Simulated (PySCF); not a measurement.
## Radial density of Hg³⁺ (mercury, charge +3)

UHF, [Xe] 4f14 5d9, 2D determinant. All numbers are calculated (PySCF 2.14, a scalar-relativistic core potential, in def2-SVP with the def2 core potential (60 electrons) (6s3p2d1f, 32 functions)). This is the valence pseudo-density: the core potential removes the inner electrons and smooths the orbitals near the nucleus.

| r (bohr) | 4πr²ρ (e/bohr) | 4πr²(ρα − ρβ) |
| --- | --- | --- |
| 0.0520 | 1.334e-05 | 0.0000 |
| 0.0874 | 6.075e-05 | 0.0000 |
| 0.147 | 0.0004218 | 0.0000 |
| 0.247 | 0.009906 | 0.0002 |
| 0.416 | 0.6247 | 0.0132 |
| 0.700 | 11.12 | 0.3266 |
| 1.18 | 15.51 | 0.9362 |
| 1.98 | 3.035 | 0.2854 |
| 3.33 | 0.08139 | 0.0046 |
| 5.60 | 0.0002394 | 0.0000 |

Energies and moments cover only the electrons outside the core potential. Spin-orbit coupling, absent here, splits the open shell strongly.
